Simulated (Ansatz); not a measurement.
Start from `CC(Cl)Cl` and change one atom or group to get `CC(Cl)BS`.

Ansatz, PBE0-D4/def2-TZVP geometries, multiplicity 1. Each molecule was computed in one conformer, which needn't be the lowest.

```json
{"property": "size of the dipole moment (ωB97M-V/def2-TZVPP) / D", "`CC(Cl)Cl`": "2.02"}
{"property": "HOMO–LUMO gap (B3LYP/def2-TZVPP) / eV", "`CC(Cl)Cl`": "8.16"}
{"property": "HOMO–LUMO gap (ωB97M-V/def2-TZVPP) / eV", "`CC(Cl)Cl`": "13.12"}
{"property": "LUMO energy (B3LYP/def2-TZVPP) / eV", "`CC(Cl)Cl`": "-0.17"}
{"property": "HOMO energy (PBE/def2-TZVPP) / eV", "`CC(Cl)Cl`": "-7.19"}
{"property": "size of the dipole moment (B3LYP/def2-TZVPP) / D", "`CC(Cl)Cl`": "2.02"}
```

(1) What does the change do to each property? (Best estimate.)

Results:

(1) Computed: 
```tsv
property	`CC(Cl)BS`	shift
size of the dipole moment (ωB97M-V/def2-TZVPP) / D	2.21	0.19
HOMO–LUMO gap (B3LYP/def2-TZVPP) / eV	6.37	-1.79
HOMO–LUMO gap (ωB97M-V/def2-TZVPP) / eV	10.99	-2.13
LUMO energy (B3LYP/def2-TZVPP) / eV	-1.43	-1.26
HOMO energy (PBE/def2-TZVPP) / eV	-6.77	0.42
size of the dipole moment (B3LYP/def2-TZVPP) / D	2.20	0.18
```

With PBE0 the HOMO rises by 0.56 eV and the LUMO falls by 1.36 eV, so the gap narrows by about 1.92 eV. PBE moves the HOMO by 0.42 eV and ωB97M-V by 0.63 eV. Dipoles are sizes alone; their direction can turn.

B3LYP here is the variant with VWN-RPA as its local correlation; programs differ in this.
